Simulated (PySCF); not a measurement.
A structure optimised at PBE-D3(BJ)/def2-SVP, used in a PySCF frequency run:

```
Ge
Cl 1 2.1470
Cl 1 2.1470 2 109.47
Cl 1 2.1470 2 109.47 3 120.00
Cl 1 2.1470 2 109.47 3 -120.00
```
Charge 0, spin multiplicity 1.

Question: Write its SMILES, formula and point group.

Answer: [Cl][Ge]([Cl])([Cl])[Cl], Cl4Ge, Td

Question: What are its rotational constants (standard atomic weights)?

Answer: 1.1597, 1.1597, 1.1597 GHz
